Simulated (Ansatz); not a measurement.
Pulling on the I1–H2 bond in HI (multiplicity 1 held). Energies count from the point at 1.615 Å.


Restricted levels (R-, RO-) in cc, def2 and unpolarised 6-31G sets keep to the state of the molecule at rest. Active spaces are followed from rest. Levels need not reach the same state.

Frozen-core correlation. Filled d and f shells under p-block atoms count as core.

The values were computed with Ansatz (Gaussian basis) for Hartree–Fock, density functionals and correlated methods. Each number belongs to the level named beside it. In def2 rows elements past Kr take small-core potentials, without spin–orbit coupling.

Energies in kcal/mol.

```tsv
R (Å)	R-CCSD(T)/def2-SVP	R-CCSDT/def2-SVP	SC-NEVPT2 on CASSCF(8,5)/def2-SVP	FIC-MRCISD on CASSCF(8,5)/def2-SVP	FIC-MRCISD+Q on CASSCF(8,5)/def2-SVP
1.292	41.7	41.7	42.3	41.8	41.7
1.454	7.9	7.9	8.3	8.0	7.9
1.615	0.0	0.0	0.0	0.0	0.0
1.777	4.6	4.6	4.3	4.5	4.6
1.939	14.7	14.6	14.0	14.4	14.6
2.181	32.0	31.9	30.9	31.5	31.8
2.423	47.0	46.8	45.7	46.3	46.6
2.827	62.5	62.7	61.5	62.0	62.4
3.231	68.3	69.6	68.3	68.8	69.3
3.716	69.0	72.3	71.0	71.5	72.0
4.362	67.5	73.1	71.8	72.3	72.7
5.169	66.0	73.2	71.9	72.4	72.9
6.462	65.0	73.2	71.9	72.4	72.9
```

Doubts at one or more of the structures used: a restricted determinant that unrestricted orbitals would lower (R-CCSD(T)/def2-SVP, R-CCSDT/def2-SVP); other coupled-cluster roots lie near (R-CCSD(T)/def2-SVP, R-CCSDT/def2-SVP).

Ansatz is an electronic-structure program.
